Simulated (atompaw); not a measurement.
**u(r) = r·R(r): atom against pseudo-atom (Ta)**

Columns: radius, all-electron u(r) and pseudo u(r) of the 5d shell (level -14.29 eV) of tantalum in the configuration [Kr] 4d10 4f14 5s2 5p6 5d3 6s0.5 6p0; PBE, scalar-relativistic, PAW (atompaw) scheme, atompaw 4.2.0.5.

```json
{"r (bohr)": "0.102", "all-electron": "0.2053", "pseudo": "0.0001"}
{"r (bohr)": "0.204", "all-electron": "0.0356", "pseudo": "0.0007"}
{"r (bohr)": "0.306", "all-electron": "-0.2404", "pseudo": "0.0024"}
{"r (bohr)": "0.408", "all-electron": "-0.3206", "pseudo": "0.0057"}
{"r (bohr)": "0.510", "all-electron": "-0.2324", "pseudo": "0.0112"}
{"r (bohr)": "0.612", "all-electron": "-0.0660", "pseudo": "0.0194"}
{"r (bohr)": "0.713", "all-electron": "0.1149", "pseudo": "0.0309"}
{"r (bohr)": "0.815", "all-electron": "0.2831", "pseudo": "0.0464"}
{"r (bohr)": "0.917", "all-electron": "0.4243", "pseudo": "0.0664"}
{"r (bohr)": "1.019", "all-electron": "0.5359", "pseudo": "0.0913"}
{"r (bohr)": "1.121", "all-electron": "0.6194", "pseudo": "0.1216"}
{"r (bohr)": "1.223", "all-electron": "0.6784", "pseudo": "0.1573"}
{"r (bohr)": "1.325", "all-electron": "0.7168", "pseudo": "0.1984"}
{"r (bohr)": "1.427", "all-electron": "0.7386", "pseudo": "0.2445"}
{"r (bohr)": "1.529", "all-electron": "0.7472", "pseudo": "0.2946"}
{"r (bohr)": "1.631", "all-electron": "0.7454", "pseudo": "0.3473"}
{"r (bohr)": "1.733", "all-electron": "0.7357", "pseudo": "0.4006"}
{"r (bohr)": "1.835", "all-electron": "0.7200", "pseudo": "0.4520"}
{"r (bohr)": "1.937", "all-electron": "0.6999", "pseudo": "0.4985"}
{"r (bohr)": "2.038", "all-electron": "0.6768", "pseudo": "0.5365"}
{"r (bohr)": "2.140", "all-electron": "0.6513", "pseudo": "0.5637"}
{"r (bohr)": "2.242", "all-electron": "0.6243", "pseudo": "0.5774"}
{"r (bohr)": "2.344", "all-electron": "0.5965", "pseudo": "0.5766"}
{"r (bohr)": "2.446", "all-electron": "0.5682", "pseudo": "0.5627"}
{"r (bohr)": "2.548", "all-electron": "0.5399", "pseudo": "0.5394"}
{"r (bohr)": "2.650", "all-electron": "0.5119", "pseudo": "0.5119"}
```

How many radial nodes do the two functions have?

The all-electron 5d function has n − l − 1 = 2; the pseudo-wave has 0, since the states of the same l below it are removed with the core.

Is the pseudo-wave norm-conserving?

No, it belongs to a PAW set: the norm inside the radius is not constrained, and the difference is carried by the augmentation charge.
